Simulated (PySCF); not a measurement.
C3H7Si (charge -1).
Geometry (PBE0-D3(BJ)/def2-SVP, Å), atoms numbered from 1 in this order:
```
atom  x, y, z in Å
Si1    9.2402   10.7802    2.1182
C2     7.2889   10.7595    2.3213
C3     6.3072   10.7626    1.1793
C4     6.5087    9.5139    1.9911
H5     9.1992   10.0469    0.7407
H6     9.3282   12.1916    1.4582
H7     6.9187   11.2764    3.2195
H8     5.3463   11.2858    1.2866
H9     6.7243   10.7960    0.1666
H10    7.0582    8.6819    1.5341
H11    5.6878    9.1922    2.6457
```

Computed with PBE0-D3(BJ)/def2-SVP geometry optimisation, gas phase in PySCF.

Take the most abundant isotopes and a rigid rotor. The values belong to one conformer with, in the numbering `[SiH2-:1][CH:2]1[CH2:3][CH2:4]1`, H–Si1–C2–C3 -29° and 65°.

**Question.** Give the principal moments of inertia and the rotational constants in cm⁻¹.

**Answer.** Ia = 34.65, Ib = 144.92, Ic = 154.82 u·Å²; 505379 MHz·u·Å²/I gives 14584, 3487 and 3264 MHz, that is A = 0.48646, B = 0.11632, C = 0.10888 cm⁻¹.

**Question.** Classify the top.

**Answer.** A near-prolate asymmetric top: κ = (2 × 3487 − 14584 − 3264)/(14584 − 3264) = -0.96.

**Question.** What does the inertial defect say?

**Answer.** Not planar: Δ = Ic − Ia − Ib = -24.75 u·Å². For a rigid frame Δ = −2 Σ m c², so Σ m c² = 12.38 u·Å² lies off the ab plane: 7.92 from hydrogen and 4.46 from heavier atoms. The atom farthest from that plane is 1.65 Å away.

**Question.** Give the other two planar moments, Paa and Pbb, and the rms extents of the mass along the axes.

**Answer.** Paa = Σ m a² = (Ib + Ic − Ia)/2 = 132.55 and Pbb = Σ m b² = (Ia + Ic − Ib)/2 = 22.28 u·Å². With the mass M = 71.03 u, the rms extents √(P/M) along a, b and c are 1.37, 0.56, 0.42 Å.

**Question.** Predict some low-J microwave lines.

**Answer.** The dipole components (about the centre of mass, as the species is charged) are |μa| = 5.63 D, |μb| = 0.06 D, |μc| = 0.61 D. Intensities carry the squares of the components, which stand as 1.00 : 0.00 : 0.01 (a : b : c). Some lines, for components of 0.1 D or more:

```json
{"type": "a", "branch": "Q", "J(Ka,Kc)": "2(1,1) ← 2(1,2)", "MHz": "669", "lower level (cm⁻¹)": "1.038"}
{"type": "a", "branch": "Q", "J(Ka,Kc)": "3(1,2) ← 3(1,3)", "MHz": "1338", "lower level (cm⁻¹)": "1.703"}
{"type": "a", "branch": "R", "J(Ka,Kc)": "1(0,1) ← 0(0,0)", "MHz": "6752", "lower level (cm⁻¹)": "0.000"}
{"type": "c", "branch": "Q", "J(Ka,Kc)": "3(1,3) ← 3(0,3)", "MHz": "10553", "lower level (cm⁻¹)": "1.351"}
{"type": "a", "branch": "R", "J(Ka,Kc)": "2(1,2) ← 1(1,1)", "MHz": "13280", "lower level (cm⁻¹)": "0.595"}
{"type": "a", "branch": "R", "J(Ka,Kc)": "2(0,2) ← 1(0,1)", "MHz": "13500", "lower level (cm⁻¹)": "0.225"}
{"type": "a", "branch": "R", "J(Ka,Kc)": "2(1,1) ← 1(1,0)", "MHz": "13726", "lower level (cm⁻¹)": "0.603"}
{"type": "a", "branch": "R", "J(Ka,Kc)": "3(2,2) ← 2(2,1)", "MHz": "20255", "lower level (cm⁻¹)": "2.171"}
{"type": "a", "branch": "R", "J(Ka,Kc)": "3(2,1) ← 2(2,0)", "MHz": "20268", "lower level (cm⁻¹)": "2.171"}
{"type": "a", "branch": "R", "J(Ka,Kc)": "3(1,2) ← 2(1,1)", "MHz": "20587", "lower level (cm⁻¹)": "1.061"}
{"type": "c", "branch": "R", "J(Ka,Kc)": "2(1,1) ← 1(0,1)", "MHz": "25046", "lower level (cm⁻¹)": "0.225"}
{"type": "c", "branch": "R", "J(Ka,Kc)": "3(1,2) ← 2(0,2)", "MHz": "32133", "lower level (cm⁻¹)": "0.676"}
{"type": "c", "branch": "R", "J(Ka,Kc)": "2(2,0) ← 1(1,0)", "MHz": "47019", "lower level (cm⁻¹)": "0.603"}
{"type": "c", "branch": "R", "J(Ka,Kc)": "3(2,1) ← 2(1,1)", "MHz": "53561", "lower level (cm⁻¹)": "1.061"}
{"type": "c", "branch": "R", "J(Ka,Kc)": "3(3,0) ← 2(2,0)", "MHz": "76293", "lower level (cm⁻¹)": "2.171"}
{"type": "c", "branch": "R", "J(Ka,Kc)": "3(3,1) ← 2(2,1)", "MHz": "76297", "lower level (cm⁻¹)": "2.171"}
```

No frequency check. Constants of a rigid frame at the computed geometry: no zero-point averaging, no centrifugal distortion.
